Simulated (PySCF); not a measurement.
# UHF on Ca (calcium, neutral)

Configuration: [Ar] 4s2, closed-shell 1S. Calculation: PySCF 2.14, in aug-cc-pwCVTZ-X2C (9s8p6d3f, 84 functions); the spin-free X2C one-electron Hamiltonian (Gaussian nucleus).

* Total energy: -679.636724 hartree
* One-electron energy: -930.3484 hartree
* Hartree (Coulomb) energy: 286.1620 hartree
* Exchange energy: -35.4503 hartree
* ⟨S²⟩: 0.0000
* ⟨L²⟩: 0.000
* Sum of ⟨r⟩: 21.18 bohr
* Sum of ⟨r²⟩: 56.21 bohr²
* Langevin diamagnetic susceptibility: -44.5 ×10⁻⁶ cm³/mol

```tsv
shell	electrons	mean orbital energy (eV)	rms radius, mean of both spins (bohr)
1s	2	-4084.8	0.0888
2s	2	-461.60	0.393
2p	6	-371.09	0.362
3s	2	-61.544	1.24
3p	6	-36.433	1.38
4s	2	-5.341	4.51
```

Densities and radii are taken from the X2C orbitals without a picture-change correction, which distorts them close to the nucleus.

Spin-orbit constants ζ (cm⁻¹) from the X2C one-electron operator on these orbitals: bare nucleus, nucleus screened by l(l+1)(2l+1)/3 electrons, and screened by the Breit-Pauli mean field of the electrons.

```
shell   bare  screened nucleus  mean field
   2p  21470             19330       18350
   3p   2081              1872        1762
```
